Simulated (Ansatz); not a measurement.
Reactions of `C[SiH](Cl)N=C=O`.

Isolated molecules relaxed with PBE0-D4/def2-TZVP in Ansatz; ΔE leaves out vibrations. CCSD(T)/CBS adds triple-zeta CCSD(T) − MP2 to the extrapolated MP2 energy (def2 sets, frozen cores). This one scheme is used for every species. DFT in def2-TZVPP. No spin–orbit coupling; open shells (•) take unrestricted orbitals. def2 core potentials past Kr. For Te outer-core shells are correlated without core-valence functions, which leaves a few kJ/mol of doubt a bond. One conformer a species, not always the lowest.

```csv
reaction,HF/CBS(def2) (eV),PBE-D4 (eV),r2SCAN-D4 (eV),CCSD(T)/CBS(def2) (eV)
`C[SiH](Cl)N=C=O` + `O[SiH3]` → `C[SiH](Cl)[SiH2]O` + `N=C=O`,1.43,0.86,1.05,1.12
`C[SiH](Cl)N=C=O` + `NCBF` → `C[SiH](F)N=C=O` + `NCBCl`,0.04,0.04,0.02,0.01
`C[SiH](Cl)N=C=O` + `[NH2][AlH2]` → `C[SiH](Cl)[NH][AlH2]` + `N=C=O`,0.42,0.27,0.30,0.29
`C[SiH](Cl)N=C=O` → `[CH3]`• + `O=C=N[SiH]Cl`•,3.09,4.04,3.90,4.27
`C[SiH](Cl)N=C=O` + `C[SiH2][Al]([F])[F]` → `C[SiH2][SiH](C)Cl` + `O=C=[N][Al]([F])[F]`,-0.27,-0.20,-0.27,-0.25
`C[SiH](Cl)N=C=O` + `OBS` → `COBS` + `O=C=N[SiH2]Cl`,0.92,1.09,1.13,1.11
`C[SiH](Cl)N=C=O` + H₂O → `C[SiH](O)Cl` + `N=C=O`,-0.04,-0.07,-0.09,-0.02
`C[SiH](Cl)N=C=O` + `OC(F)[TeH]` → `COC(F)[TeH]` + `O=C=N[SiH2]Cl`,0.93,1.13,1.14,1.09
```

Largest T1 diagnostic: 0.018, for `N=C=O`.
